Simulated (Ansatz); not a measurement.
CH₄BFO (`OCBF`). Total charge 0; spin multiplicity 1. The geometry is a stationary point of PBE0-D4/def2-TZVP. It is one conformer, not always the lowest.

```xyz
8

O    -1.515    0.173    0.384
C    -0.122    0.323    0.546
B     0.788   -0.296   -0.552
F     0.217   -0.930   -1.570
H    -1.677   -0.328   -0.419
H     0.192   -0.100    1.516
H     0.133    1.393    0.628
H     1.984   -0.236   -0.533
```

**Question.** What is the dipole moment at B3LYP/def2-TZVPP? (Best estimate.)

**Answer.** Computed: 1.22 D, with components (1.22, -0.04, -0.10) D in this frame, pointing from negative to positive charge.

**Question.** And with PBE, r2SCAN, ωB97M-V? (Estimate.)

**Answer.** The calculation gave: PBE 1.03 D, r2SCAN 1.11 D, ωB97M-V 1.22 D.

**Question.** Give the Mulliken charges with B3LYP, r2SCAN, ωB97M-V in def2-TZVPP. (Best estimate.)

**Answer.** The calculation gave: 
```
atom  B3LYP  r2SCAN  ωB97M-V
  O1  -0.35   -0.38    -0.33
  C2   0.05    0.11     0.01
  B3   0.22    0.27     0.17
  F4  -0.25   -0.26    -0.25
  H5   0.19    0.21     0.18
  H6   0.07    0.04     0.09
  H7   0.07    0.04     0.09
  H8   0.00   -0.03     0.04
```

B3LYP here is the variant with VWN-RPA as its local correlation; programs differ in this.
